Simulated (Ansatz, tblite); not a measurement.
Forces on the cluster Si4Ge⁻ at its B3LYP-D4/def2-SVPD geometry. Charge -1, multiplicity 2.

The xTB rows come from tblite. Another isomer (doublet) lies 1.71 eV lower at PBE0-D4/def2-TZVPD; other spin states weren't run for this one.

GFN2-xTB (tblite), largest force 1.58 eV/Å:

```xyz
5
positions Å, forces eV/Å
Si    1.394    1.988   -2.315   -0.498   -0.987    1.037
Si    0.489    0.691   -0.808    0.213    1.185   -1.026
Si   -1.338    0.233    0.584   -0.144   -0.460    0.433
Si   -1.242   -1.604    1.935    0.049    0.750   -0.601
Ge    0.698   -1.309    0.605    0.381   -0.488    0.156
```

PBE-D4/def2-TZVPD (Ansatz), largest force 0.21 eV/Å:

```
Si 0.072 0.099 -0.117
Si -0.078 -0.128 0.144
Si 0.163 -0.084 -0.029
Si -0.034 -0.039 0.050
Ge -0.123 0.153 -0.048
```
